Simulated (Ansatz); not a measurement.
Reaction (homolysis of the Ge–N bond): `C[NH][GeH3]` → `[GeH3]`• + `C[NH]`•

Computed with Ansatz on PBE0-D4/def2-TZVP structures; ΔE is electronic, products minus reactants. CCSD(T)/CBS adds triple-zeta CCSD(T) − MP2 to the extrapolated MP2 energy (def2 sets, frozen cores). Functionals use def2-TZVPP. No spin–orbit coupling; open shells (•) take unrestricted orbitals. For Ge outer-core shells are correlated without core-valence functions, which leaves a few kJ/mol of doubt a bond. Scalar relativity is left out up to krypton.

```json
{"level": "PBE-D4", "ΔE (kJ/mol)": "330.9"}
{"level": "PBE-QIDH", "ΔE (kJ/mol)": "343.8"}
{"level": "LC-ωPBE", "ΔE (kJ/mol)": "331.0"}
{"level": "RPA@PBE/def2-TZVPP", "ΔE (kJ/mol)": "330.6"}
{"level": "HF/def2-TZVPP", "ΔE (kJ/mol)": "222.0"}
{"level": "CCSD/def2-TZVPP", "ΔE (kJ/mol)": "332.3"}
{"level": "MP2/def2-QZVPP", "ΔE (kJ/mol)": "377.3"}
{"level": "MP2/CBS(def2)", "ΔE (kJ/mol)": "383.1"}
```

(1) What does CCSD(T)/CBS give? (Estimate.)

Largest T1 diagnostic among the species: 0.013.

## Answers

(1) Computed: +355.4 kJ/mol. The listed levels differ from it by -24.5, -11.6, -24.4, -24.8, -133.4, -23.1, 21.9, 27.7 kJ/mol.

In def2-TZVPP, CCSD(T) changes the Hartree–Fock value by +120.4 kJ/mol (the triples alone add +10.1 kJ/mol) and MP2 by +148.1 kJ/mol; breaking electron pairs costs correlation energy, which Hartree–Fock lacks. Leaving LDA and LC-ωPBE aside and taking each functional with its dispersion term where it has one, the values, not all of them listed here, spread over 31.8 kJ/mol, from r2SCAN0-D4 to ωB97X-V. LDA lies +70.4 kJ/mol from PBE without D4, its usual overbinding.
